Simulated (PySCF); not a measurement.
Adding and removing an electron: GaP

UHF-CCSD(T); PySCF, scalar-relativistic core potentials, basis sets Ga cc-pVDZ-PP with ECP10, P cc-pV(D+d)Z. Neutral (UHF): triplet (π ↑↑), Re = 2.491 Å, ωe = 283 cm⁻¹, De = 1.54 eV.

GaP⁺ (UHF): quartet (σ ↑, π ↑↑), Re = 2.898 Å, ωe = 109 cm⁻¹, De = 0.31 eV to Ga⁺ + P. The energies at the minima are -599.20178 hartree for GaP and -598.94439 for GaP⁺.

Task: Work out the adiabatic ionisation energy, without and with harmonic zero-point energies (1 hartree = 27.2114 eV, 1 eV = 8065.5 cm⁻¹), and the change of the bond length.

Result: At UHF-CCSD(T): 0.25739 hartree = 7.004 eV between the minima; the zero-point term (109.0 − 283.0)/2 cm⁻¹ = -0.011 eV makes it 6.993 eV. Re changes by +40.7 pm against the neutral. The electron leaves a σ orbital, and the ion is left as a loose complex of an ion and an atom.

Correlated steps freeze 9 core orbitals. Weak bonds: GaP⁺. Basis-set superposition, not corrected here, can be much of De in a small basis, most of all at correlated wavefunction levels. Spin–orbit coupling is left out. For an ion De counts to the pair picked by the measured ionisation energies or electron affinities, which need not be the lowest pair at this level. States were picked by a PBE0 search and need not be the measured ground states.
